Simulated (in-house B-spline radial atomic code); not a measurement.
Ionising Bi XI (Bi10+) with different functionals

Computed with a radial B-spline atomic code at the basis-set limit: four-component Dirac-Coulomb Hamiltonian, Fermi nucleus of rms radius 5.5211 fm, spin-restricted, spherical fractional occupations for the functionals. The ionisation energy is the difference of two self-consistent energies, [Xe] 4f14 5d5 → [Xe] 4f14 5d4, without Breit or QED terms; ε is the level of the shell that loses the electron (mean over j). The electron is taken from both j subshells in proportion to 2j + 1, so the result is a j average, not the step between ground levels.

Hybrids are left out here: with spherical fractional occupations of an open shell their exact exchange keeps a self-interaction that integer-occupation calculations don't have.

```csv
method,rung,ΔSCF (eV),-ε(5d) (eV)
LDA VWN5,LDA,185.73,175.42
relativistic LDA,LDA,185.70,175.39
LDA PW92,LDA,185.72,175.41
LDA exchange-only,LDA,183.72,173.42
PBE,GGA,185.40,175.10
PBEsol,GGA,185.44,175.14
BLYP,GGA,185.18,174.88
RPBE,GGA,185.34,175.05
PW91,GGA,185.51,175.21
BP86,GGA,185.50,175.20
AM05,GGA,185.50,175.19
OLYP,GGA,185.99,175.68
```

How do they compare with the NIST value?

NIST lists 183 eV ± 2.4 (tabulated theory, ground level to ground level). Errors run from +0.72 to +2.99 eV; all lie within about twice that uncertainty, so the table can't rank the methods.
